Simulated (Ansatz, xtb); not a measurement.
Relative energy of two isomers of C6H9P

We compare I, `CC1=C(C)PC=C1`, a singlet, with II, `CP1C=CCC=C1`, a singlet. Both are isolated molecules in the gas phase, relaxed with B3LYP-D3(BJ)/def2-SVP.

**Question.** Estimate which is lower in electronic energy at CCSD(T)/def2-SVP + ΔMP2/def2-TZVPP, and by roughly how much.

**Answer.** The CCSD(T)/def2-SVP + ΔMP2/def2-TZVPP calculation puts structure I lower, by 4.0 kcal/mol.

How the difference moves with the method:

| level | geometry | E(II) − E(I) (kcal/mol) | departure from the last row (kcal/mol) | job, with rough time for the two |
| --- | --- | --- | --- | --- |
| GFN2-xTB | GFN2-xTB | +10.7 | +6.7 | optimisation, 0.3 s |
| HF/STO-3G | GFN2-xTB | +0.5 | −3.5 | single point, 0.4 s |
| r2SCAN-D4/def2-SVP | GFN2-xTB | +6.9 | +2.8 | single point, 4.2 s |
| B3LYP-D3(BJ)/def2-SVP | B3LYP-D3(BJ)/def2-SVP | +4.6 | +0.6 | optimisation, 1.9 min |
| HF/def2-SVP | B3LYP-D3(BJ)/def2-SVP | +2.7 | −1.3 | part of the CCSD(T) run |
| MP2/def2-SVP | B3LYP-D3(BJ)/def2-SVP | +9.0 | +5.0 | part of the CCSD(T) run |
| CCSD(T)/def2-SVP | B3LYP-D3(BJ)/def2-SVP | +6.8 | +2.8 | single point |
| CCSD(T)/def2-SVP + ΔMP2/def2-TZVPP | B3LYP-D3(BJ)/def2-SVP | +4.0 |  | single point, 83 s |

As drawn, II has 1 C–P, 1 C–H in place of 1 C–C, 1 P–H. Structure I has a 5-membered ring, II a 6-membered ring.

None of the levels shown reverses the order. The largest departure from CCSD(T)/def2-SVP + ΔMP2/def2-TZVPP is that of GFN2-xTB, 6.7 kcal/mol. The last row adds to CCSD(T) the change of the MP2 difference between the two basis sets, here −2.8 kcal/mol.

With thermal terms from frequencies at re-optimised GFN2-xTB minima (ideal gas, soft modes damped towards free rotors, one conformer each, 298.15 K, 1 atm): on the last row, ΔE + ΔZPE = +5.1, ΔH = +4.7, ΔG = +5.7 kcal/mol.

The correlated steps freeze 11 core orbitals. Codes used: Ansatz 0.2.0, xtb 6.7.1; the last row on 4 threads of Arm Neoverse V1 on a shared host.
